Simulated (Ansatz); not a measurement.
`[SiH3][N]([SiH3])[Sn][Cl]` + NH₃ → `[NH2][Sn][Cl]` + `[SiH3]N[SiH3]` at 500 K and 1 bar (ligand exchange at the Sn–N bond).

Isolated molecules relaxed with PBE0-D4/def2-TZVP in Ansatz; ΔE leaves out vibrations. CBS: MP2 limit from def2 TZ/QZ plus the TZ coupled-cluster correction, frozen cores. This one scheme is used for every species. def2 core potentials past Kr. For Sn outer-core shells are correlated without core-valence functions, which leaves a few kJ/mol of doubt a bond. Each species was taken in one conformer, which may not be the lowest.

```
                    species  CCSD(T)/CBS energy (Eh)  H − E (kJ/mol)  S (J/(mol·K))
`[SiH3][N]([SiH3])[Sn][Cl]`              -1310.39360           208.2          486.9
                        NH₃                -56.50880           108.2          211.8
            `[NH2][Sn][Cl]`               -729.78832            97.9          347.5
            `[SiH3]N[SiH3]`               -637.10515           216.0          394.7
```

H − E and S are ideal-gas, rigid-rotor, harmonic terms from PBE0-D4/def2-TZVP, for one conformer and one mirror image of each species. 1 Eh = 2625.50 kJ/mol, R = 8.31446 J/(mol·K).

By hand: ΔE, ΔH, ΔS and ΔG.

ΔE = (-729.78832) + (-637.10515) − (-1310.39360) − (-56.50880) = 0.00893 Eh = 23.4 kJ/mol. Δ(H − E) = 97.9 + 216.0 − 208.2 − 108.2 = -2.5, so ΔH = 20.9 kJ/mol. ΔS = 347.5 + 394.7 − 486.9 − 211.8 = 43.5 J/(mol·K). ΔG = 20.9 − 500 × (43.5)/1000 = -0.9 kJ/mol.

By hand: the equilibrium constant, and the temperature at which ΔG would vanish if ΔH and ΔS stayed fixed.

log₁₀ K = −ΔG/(RT ln 10) = 0.1. ΔG = 0 at ΔH/ΔS = 480 K.

TΔS isn't small against ΔH here. The sign of ΔG lies within the doubt. A doubt of 5 kJ/mol in ΔE shifts log₁₀ K by 0.5 here. Other conformers and mirror images would add mixing entropy, several J/(mol·K) or more a flexible species. Modes under 60 cm⁻¹, often nearly free rotors, make the harmonic entropy too high. These are equilibria of isolated gas molecules and say nothing of rates. Largest T1 diagnostic: 0.016 (customary marks: 0.02 for closed shells, 0.045 for open ones).
